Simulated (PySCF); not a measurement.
Vertical excitations of a molecule C4H5ClSi from TDDFT-LC-ωPBE/def2-SVPD run with PySCF, as energy in eV (oscillator strength): 4.68 (0.045), 6.10 (0.000), 6.62 (0.008), 6.79 (0.002), 6.81 (0.251), 7.05 (0.001), 7.34 (0.001), 7.64 (0.008), 7.71 (0.259), 8.18 (0.022). Lowest triplet (TDA): 2.67 eV. The structure is a stationary point at B3LYP-D3(BJ)/def2-SVP. The values are those of a single conformer.

Task: Pick the molecule that these values belong to.
(A) C#CC(=C)[SiH2]Cl
(B) C=C(Cl)C#C[SiH3]
(C) ClC1=C[SiH2]C=C1
(D) C#C/C(Cl)=C\[SiH3]

Result: C, ClC1=C[SiH2]C=C1
